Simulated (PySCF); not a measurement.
# Working out the excitation energy of Ag

Ag [Kr] 4d10 5s1 (2S) → Ag [Kr] 4d9 5s1 5p1 (high-spin determinant). Calculation: PySCF 2.14, in def2-TZVPPD with the def2 core potential (28 electrons) (6s4p3d2f1g, 56 functions); scalar relativity through the core potential. Frozen: nothing. Energies in hartree (1 hartree = 27.21139 eV):

```
             part   Ag (lower)   Ag (upper)
              UHF  -146.116958  -145.904160
MP2 opposite-spin    -0.434995    -0.393004
    MP2 same-spin    -0.218872    -0.198379
```

Task: What does Hartree-Fock give?

Result: (-145.904160) − (-146.116958) = 0.212798 hartree = 5.791 eV.

Task: What do MP2 and SCS-MP2 (6/5 opposite-spin, 1/3 same-spin) give?

Result: The opposite-spin parts differ by 1.143 eV and the same-spin parts by 0.558 eV. MP2: 5.791 + (1.143) + (0.558) = 7.492 eV. SCS-MP2: 5.791 + 1.2 × (1.143) + (0.558)/3 = 7.349 eV.

One determinant mixes LS terms, so it does not stand for a single term.
